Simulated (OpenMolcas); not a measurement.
An atom or ion with 21 electrons was computed by SS-CASPT2, IPEA 0.25 Eh, imaginary shift 0.1 Eh with spin-orbit coupling (OpenMolcas, ANO-RCC-VTZP, DKH2). The lowest levels that the run gave, each within 12 % of the measured value where one is at hand:

| J | Parity | E (cm-1) | g |
| --- | --- | --- | --- |
| 3/2 | even | 0.0 | 0.399 |
| 5/2 | even | 247 | 1.029 |
| 7/2 | even | 583 | 1.239 |
| 9/2 | even | 1001 | 1.334 |
| 1/2 | even | 14610 | 2.664 |
| 3/2 | even | 14720 | 1.731 |
| 5/2 | even | 15000 | 1.601 |
| 7/2 | even | 15110 | 0.889 |
| 9/2 | even | 15470 | 1.110 |
| 3/2 | even | 20370 | 0.958 |
| 1/2 | even | 20940 | 0.672 |
| 9/2 | even | 21140 | 0.910 |

Which ion is it, and what are the configurations and terms?

Cr IV (Z = 24, charge +3; active space 3 electrons in 5 orbitals (3d)). J, parity and g give the terms where levels are pure, and mixed ones are named by the computed weights; the size of the splittings, set against known spectra of the 21-electron sequence, gives the charge. In order, with the measured energies in cm-1 (Sugar and Corliss, J. Phys. Chem. Ref. Data 6, 317 (1977)): 3d3 4F 3/2, 3d3 4F 5/2 (236), 3d3 4F 7/2 (556), 3d3 4F 9/2 (946), 3d3 4P 1/2 (14059), 3d3 4P 3/2 (14177), 3d3 4P 5/2 (14471), 3d3 2G 7/2 (15052), 3d3 2G 9/2 (15402), 3d3 2D 3/2(1) [70 %] (20650), 3d3 2P 1/2 (19519), 3d3 2H 9/2 (21066).

CASPT2 does not keep the components of a term degenerate, so their means are used; among the terms shown or strongly mixed into the levels shown the widest spread is 900 cm-1 (3d3 4F). The CASPT2 spread within a term exceeds the gap to the next term for 3d3 2D(1) and 3d3 2P, 3d3 2P and 3d3 2H, so the order of their levels is uncertain, and so are names and mixing where such terms share a J. Computed and measured levels are paired by configuration, term and J; levels that our copy of the source lacks, or whose pairing is in doubt (as where it misses far off the trend of its configuration), stay unpaired and out of the deviations. Only configurations of the active space appear.

A share in square brackets marks a mixed level and gives the weight of the term that names it. A number in round brackets counts repeated terms of one configuration in the order of the reference energies.
